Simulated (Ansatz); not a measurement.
The cluster Nb₂S₂⁺, 4 atoms. Hardware: 4 threads of Intel Xeon 6975P-C on a shared host.

In the def2 sets Nb takes a core potential; there is no spin–orbit coupling. Correlated methods freeze 10 core orbitals; core or outer-core shells of Nb are correlated, in sets that lack core-valence functions.

(1) How many basis functions does each of these Ansatz runs have, and roughly what does it cost? B3LYP-D4/def2-TZVP, charge 1 doublet, energy, from earlier orbitals; r2SCAN-D4/def2-TZVP, charge 1 quartet, energy, from earlier orbitals; PBE with 15 % exact exchange/def2-TZVP, charge 1 doublet, energy, from earlier orbitals; PBE with 35 % exact exchange/def2-TZVP, charge 1 quartet, energy, from earlier orbitals; B97M-V/def2-TZVP, charge 1 doublet, energy, from earlier orbitals; B97M-V/def2-TZVP, charge 1 quartet, energy, from earlier orbitals; PBE0-D4/def2-TZVP, charge 1 quartet, energy, from earlier orbitals; PBE-D4/def2-SVP, charge 1 quartet, relaxation, 4 steps; RPA@PBE/def2-TZVP, charge 1 doublet, energy, from earlier orbitals; PBE with 5 % exact exchange/def2-TZVP, charge 1 doublet, energy, from earlier orbitals; BHLYP-D4/def2-TZVP, charge 1 doublet, energy, from earlier orbitals; HF/def2-TZVP, charge 1 quartet, energy, from earlier orbitals.

Answers

(1) Other jobs shared the machine, so times can vary by a factor of up to 3. A dash marks memory too small to be measured apart from the calling script's.

```tsv
run	functions	fitting or Cholesky vectors	wall time	peak host memory (GiB)
PBE with 5 % exact exchange/def2-TZVP, charge 1 doublet, energy, from earlier orbitals	154	1158	3.2 s	–
RPA@PBE/def2-TZVP, charge 1 doublet, energy, from earlier orbitals	154	1148	3.5 s	–
PBE with 15 % exact exchange/def2-TZVP, charge 1 doublet, energy, from earlier orbitals	154	1212	4.2 s	0.56
r2SCAN-D4/def2-TZVP, charge 1 quartet, energy, from earlier orbitals	154	1158	5.5 s	–
B3LYP-D4/def2-TZVP, charge 1 doublet, energy, from earlier orbitals	154	1284	6.5 s	0.6
HF/def2-TZVP, charge 1 quartet, energy, from earlier orbitals	154	1542	6.5 s	0.65
PBE0-D4/def2-TZVP, charge 1 quartet, energy, from earlier orbitals	154	1284	7 s	0.78
PBE-D4/def2-SVP, charge 1 quartet, relaxation, 4 steps	98	964	8 s	–
B97M-V/def2-TZVP, charge 1 quartet, energy, from earlier orbitals	154	1158	8 s	0.55
PBE with 35 % exact exchange/def2-TZVP, charge 1 quartet, energy, from earlier orbitals	154	1348	8 s	0.79
B97M-V/def2-TZVP, charge 1 doublet, energy, from earlier orbitals	154	1158	8.5 s	0.55
BHLYP-D4/def2-TZVP, charge 1 doublet, energy, from earlier orbitals	154	1468	11 s	0.83
```
